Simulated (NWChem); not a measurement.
Molecule: SiHCl$_{3}$; SMILES Cl[SiH](Cl)Cl

```xyz
5

Si     0.0000     0.0000     0.5008
Cl    -0.5022    -1.8590    -0.1877
Cl    -1.3589     1.3644    -0.1877
Cl     1.8610     0.4946    -0.1877
H      0.0000     0.0000     1.9775
```
Atoms are numbered in this order, from 1.

All runs: NWChem. Coordinates come from a PBE0/def2-SVP optimisation. Vertical excitations in the gas phase.

Problem. What does the run give for Hartree-Fock/aug-cc-pVDZ, CIS? Quantities: lowest excitation, singlet (eV); oscillator strength of that lowest state; lowest state with f > 0.02, singlet (eV); orbital gap (eV).

Solution. 
* **lowest excitation, singlet (eV)**: 9.04
* **oscillator strength of that lowest state**: 0.000
* **lowest state with f > 0.02, singlet (eV)**: 9.43
* **orbital gap (eV)**: 14.10
